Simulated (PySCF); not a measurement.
**Electronic absorption of C5H11As**

C5H11As.
SMILES: `C[As]1CCCC1`

Level of theory: TDDFT CAM-B3LYP/def2-SVPD, vertical, gas phase, core orbitals frozen in the response in PySCF. Isolated species at its PBE0-D3(BJ)/def2-SVP geometry (one conformer only). Relativistic effects, spin–orbit coupling among them, are left out although an element past zinc is present.

Problem. Predict the UV-vis stick spectrum at this level.

Solution. 

```json
{"state": "S1", "E (eV)": "6.22", "E (kJ/mol)": "600", "λ (nm)": "199.3", "f": "0.085", "|μ| (D)": "1.89", "main configurations (H = HOMO, L = LUMO)": "H→L+1 (68%), H→L+2 (17%)"}
{"state": "S2", "E (eV)": "6.30", "E (kJ/mol)": "608", "λ (nm)": "196.8", "f": "0.096", "|μ| (D)": "2.00", "main configurations (H = HOMO, L = LUMO)": "H→L+2 (69%), H→L+1 (16%)"}
{"state": "S3", "E (eV)": "6.54", "E (kJ/mol)": "631", "λ (nm)": "189.5", "f": "0.042", "|μ| (D)": "1.30", "main configurations (H = HOMO, L = LUMO)": "H→L (86%)"}
{"state": "S4", "E (eV)": "7.11", "E (kJ/mol)": "686", "λ (nm)": "174.3", "f": "0.150", "|μ| (D)": "2.36", "main configurations (H = HOMO, L = LUMO)": "H→L+3 (63%), H→L+6 (12%), H→L+4 (9%)"}
{"state": "S5", "E (eV)": "7.48", "E (kJ/mol)": "721", "λ (nm)": "165.8", "f": "0.0062", "|μ| (D)": "0.47", "main configurations (H = HOMO, L = LUMO)": "H→L+4 (38%), H→L+6 (24%), H→L+5 (16%)"}
{"state": "S6", "E (eV)": "7.57", "E (kJ/mol)": "730", "λ (nm)": "163.8", "f": "0.011", "|μ| (D)": "0.63", "main configurations (H = HOMO, L = LUMO)": "H→L+5 (44%), H→L+4 (20%), H→L+2 (8%)"}
{"state": "S7", "E (eV)": "7.75", "E (kJ/mol)": "748", "λ (nm)": "159.9", "f": "0.079", "|μ| (D)": "1.64", "main configurations (H = HOMO, L = LUMO)": "H→L+6 (55%), H→L+3 (22%), H→L+4 (11%)"}
{"state": "S8", "E (eV)": "7.88", "E (kJ/mol)": "761", "λ (nm)": "157.3", "f": "0.0092", "|μ| (D)": "0.55", "main configurations (H = HOMO, L = LUMO)": "H-1→L+1 (57%), H-2→L+2 (11%)"}
{"state": "S9", "E (eV)": "8.06", "E (kJ/mol)": "778", "λ (nm)": "153.7", "f": "0.105", "|μ| (D)": "1.85", "main configurations (H = HOMO, L = LUMO)": "H-1→L+2 (45%), H→L+7 (19%), H-2→L (9%)"}
{"state": "S10", "E (eV)": "8.13", "E (kJ/mol)": "785", "λ (nm)": "152.4", "f": "0.039", "|μ| (D)": "1.13", "main configurations (H = HOMO, L = LUMO)": "H-2→L+2 (38%), H-1→L (27%), H-2→L+1 (8%)"}
```

Triplets, Tamm–Dancoff:

```tsv
state	E (eV)	λ (nm)	main configurations (H = HOMO, L = LUMO)
T1	5.17	239.8	H→L+2 (67%), H→L+5 (15%)
T2	5.34	232.3	H→L+1 (62%), H→L+4 (16%)
T3	6.39	194.1	H→L (74%), H→L+3 (14%), H→L+6 (9%)
T4	6.83	181.4	H→L+3 (31%), H→L+6 (24%), H→L (16%)
```

The lowest singlet lies at 6.22 eV (199 nm, vacuum ultraviolet) and is of moderate strength; its leading configuration is HOMO→LUMO+1 (68%). The most intense listed level is S4 at 7.11 eV (174 nm, f = 0.150), 0.89 eV above S1. Löwdin shares by element: HOMO arsenic 60%, carbon 28% or more; LUMO carbon 31% or more, hydrogen 7% or more (atoms not listed hold the other 62%). The listed states span 1.91 eV, and the widest gap between neighbours is 0.57 eV (S3 to S4). Weighted by f, the mean energy of these states is 7.16 eV. Of the 10 states listed, 8 reach f = 0.01 and none stays under 0.0005. The vertical ionisation energy (ΔSCF) is 8.50 eV, 0.37 eV above S10. Only the lowest 10 singlets were computed, as vertical energies without vibronic structure.
